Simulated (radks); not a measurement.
Nb9+, 32 electrons, occupied as [Ar] 3d10 4s2 4p2. All-electron calculation, non-relativistic Kohn-Sham, LB94 model potential, spin-polarised, spherical densities, point nucleus; open shells are filled with parallel spins first (spin-orbit coupling, left out, can overturn this in heavy ions); relativity is left out, which matters for an element this heavy. Program: a radial shooting solver on a logarithmic mesh with Libxc functionals. Some entries of the table are withheld. Estimate them.

| orbital | occ. | eigenvalue (hartree) | <r> (bohr) | <r^2> (bohr^2) |
|---|---|---|---|---|
| 1s down | 1 | -684.8178 | 0.03714 | 0.001846 |
| 1s up | 1 | -684.8165 | 0.03714 | 0.001846 |
| 2s up | 1 | -100.0076 | 0.1624 | 0.03100 |
| 2s down | 1 | -99.99863 | 0.1625 | 0.03101 |
| 2p up | 3 | -92.56439 | 0.1392 | 0.02361 |
| 2p down | 3 | -92.54919 | 0.1392 | 0.02362 |
| 3s up | 1 | -21.75111 | 0.4535 | 0.2350 |
| 3s down | 1 | -21.74550 | 0.4542 | 0.2358 |
| 3p up | 3 | -18.89351 | 0.4483 | 0.2333 |
| 3p down | 3 | -18.88903 | 0.4491 | 0.2342 |
| 3d up | 5 | -13.66463 | 0.4257 | 0.2173 |
| 3d down | 5 | -13.66377 | 0.4267 | 0.2183 |
| 4s up | 1 | -7.48597 | 1.072 | 1.290 |
| 4s down | 1 | -7.47025 | 1.063 | 1.270 |
| 4p up | 2 | -6.58444 | 1.128 | 1.436 |
| 4p down | 0 | -6.55864 | 1.118 | 1.412 |
| 4d up | 0 | (1) | (2) | (3) |
| 4d down | 0 | (4) | (5) | (6) |
| 5s up | 0 | -3.85597 | 1.998 | 4.461 |
| 5s down | 0 | -3.82293 | 2.007 | 4.497 |

Answer. 
(1) 4d up eigenvalue (hartree): -5.08831
(2) 4d up <r> (bohr): 1.261
(3) 4d up <r^2> (bohr^2): 1.812
(4) 4d down eigenvalue (hartree): -5.04735
(5) 4d down <r> (bohr): 1.249
(6) 4d down <r^2> (bohr^2): 1.784
